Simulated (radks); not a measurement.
Correlation energies from several functionals, in hartree. Species: Ag [Kr] 4d10 5s1; Hg [Hg]; Sb36+ [Ne] 3s2 3p3; Re+ [Xe] 4f14 5d5 6s1; Zr4+ [Kr]. All-electron calculation, non-relativistic Kohn-Sham, exchange-only B88, spin-polarised, spherical densities, point nucleus. Program: a radial shooting solver on a logarithmic mesh with Libxc functionals. Every spin shell is full or empty, so the densities are truly spherical. Functionals are evaluated on that one density, not self-consistently.

PW92: Ag -4.4387; Hg -8.3194; Sb36+ -1.7639; Re+ -7.6067; Zr4+ -3.4736
VWN5: Ag -4.4584; Hg -8.3531; Sb36+ -1.7703; Re+ -7.6390; Zr4+ -3.4892
Wigner: Ag -2.4899; Hg -4.3251; Sb36+ -0.75434; Re+ -3.8527; Zr4+ -1.9383
Chachiyo: Ag -4.3785; Hg -8.2278; Sb36+ -1.7404; Re+ -7.5186; Zr4+ -3.4271
PBEsol: Ag -2.7974; Hg -5.4849; Sb36+ -0.77922; Re+ -4.9807; Zr4+ -2.1165
P86: Ag -2.7989; Hg -5.5075; Sb36+ -0.96870; Re+ -4.9915; Zr4+ -2.1132
PW91: Ag -2.6676; Hg -5.2546; Sb36+ -0.78246; Re+ -4.7727; Zr4+ -2.0173
AM05: Ag -4.1302; Hg -7.8380; Sb36+ -1.6066; Re+ -7.1634; Zr4+ -3.2172
TPSS: Ag -2.4705; Hg -4.8981; Sb36+ -0.65773; Re+ -4.4346; Zr4+ -1.8574
r2SCAN: Ag -2.4881; Hg -4.9582; Sb36+ -0.67999; Re+ -4.5093; Zr4+ -1.8592
B95: Ag -2.9925; Hg -6.0709; Sb36+ -1.0070; Re+ -5.4991; Zr4+ -2.2733
Tao-Mo: Ag -2.3833; Hg -4.7901; Sb36+ -0.60815; Re+ -4.3375; Zr4+ -1.7768
